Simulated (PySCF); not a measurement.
WH₃: umbrella curve

Method: UPBE0 in PySCF with W def2-TZVP with ECP60, H def2-TZVP; scalar-relativistic core potentials, no spin–orbit coupling; density-fitted integrals.

Rigid scan from the quartet minimum (W–H 1.710 Å (×3); H–W–H 112.3° (×3)). Coordinate: angle between each bond and the threefold axis, bonds fixed. Energies in kJ/mol from the minimum.

```
angle of the bonds to the threefold axis (°)  E (kJ/mol)  dipole size (D)  ⟨S²⟩
                                          55        34.4             3.58  3.79
                                          60        18.4             3.01  3.79
                                          65         7.0             2.48  3.78
                                          70         1.1             1.99  3.78
                                          75         0.2             1.51  3.78
                                          80         2.6             1.03  3.78
                                          85         5.9             0.53  3.78
                                          90         7.4             0.00  3.78
```

With the bonds held, the planar shape lies 7.4 kJ/mol from the minimum.

Other spin states or occupations of the open shell can lie lower. With an element this heavy the missing spin–orbit coupling can shift these numbers.

The scan took 6.1 s on 2 threads of a shared Arm Neoverse V2 host; the process peaked at 0.73 GiB. Launch command: `OMP_NUM_THREADS=2 python axn.py task.json out`.
